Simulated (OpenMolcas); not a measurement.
# Levels of F+ by method

```yaml
Program: OpenMolcas
Basis: ANO-R3 [4s4p2d1f]
Scalar_Hamiltonian: X2C, finite nucleus
Active_space: 4 electrons in 9 orbitals (RAS2 2p; RAS3 3s 3d, at most 1 electron)
State_averaging: 2S+1 = 3 even, 3 roots; 2S+1 = 1 even, 6 roots; 2S+1 = 5 odd, 1 root; 2S+1 = 3 odd, 9 roots; 2S+1 = 1 odd, 8 roots
Spin-orbit_coupling: state interaction with AMFI integrals over the reference wave functions, term energies averaged over their components
```

Methods on the same reference wave functions:
A. RASSCF
B. SS-RASPT2, IPEA 0.25 Eh, imaginary shift 0.1 Eh (closed shells correlated: 1s 2s)

Energies in cm⁻¹ above 2s² 2p⁴ ³P₂, the measured ground level; measured values from NIST Handbook of Basic Atomic Spectroscopic Data.

```
          Level       A       B  Measured
    2s² 2p⁴ ³P₂     0.0     0.0       0.0
    2s² 2p⁴ ³P₁     319     319       341
    2s² 2p⁴ ³P₀     473     473       490
    2s² 2p⁴ ¹D₂   22802   21030     20873
    2s² 2p⁴ ¹S₀   56517   50130     44918
2s² 2p³ 3s ⁵S°₂  168786  123880    176494
2s² 2p³ 3s ³S°₁  175394  179380    182864
2s² 2p³ 3s ³D°₁  208062  210080    211900
2s² 2p³ 3s ³D°₂  208064  210080    211887
2s² 2p³ 3s ³D°₃  208068  210090    211866
2s² 2p³ 3s ¹D°₂  210895  212950    215070
2s² 2p³ 3s ³P°₀  232949  230590    229554
2s² 2p³ 3s ³P°₁  232952  230590    229552
2s² 2p³ 3s ³P°₂  232958  230600    229550
2s² 2p³ 3s ¹P°₁  235758  233380    227228
```

Deviations, from unrounded energies. A percentage is the sum of absolute deviations over the sum of measured energies, with the sign that they share, or ± where signs differ.

```
                        Against measurement  Levels      A     B
             mean absolute deviation (cm-1)      14   4500  5600
      fine structure of the ground term (%)       2   -4.7  -4.7
other terms of the ground configuration (%)       2  +20.6  +8.2
                   other configurations (%)      10   ±2.3  ±3.4
```

A lies closest to measurement on these levels. The largest miss of A in the table is 2s² 2p⁴ ¹S₀, by +12000 cm-1. The ranking rests on the paired levels alone, and a cruder setting can come out closer through cancelling errors.

From A to B the spin-free energies of the other terms of 2s² 2p⁴ shown, above ³P, scale by factors of 0.89 to 0.92.

The lowest spin-free term lies below A's lowest term by 0.148 hartree in B.

CASPT2 does not keep the components of a term degenerate, so their means are used; among the terms shown or strongly mixed into the levels shown the widest spread is 260 cm-1 (2s² 2p³ 3s ³D°, B). Over all roots computed the reference weight is 0.88 to 0.98 in B; the roots of lowest weight are the least certain, and an intruder state may touch them. ANO sets are built for valence states and can reach diffuse excited orbitals poorly. With the s shell closed, the reference lacks s² → p² mixing. Without dynamic correlation excited terms often stand tens of per cent too high (terms of higher spin than the ground term too low), and those without a measured partner can miss by more than the paired ones (holds for A). Measured partners are found by configuration, term and J. A level has none where our copy of the source lacks it or the pairing is in doubt (some pairs that miss far off the trend of their configuration count as doubtful), and it then counts in no deviation. Only configurations of the active space appear.

° marks odd parity.
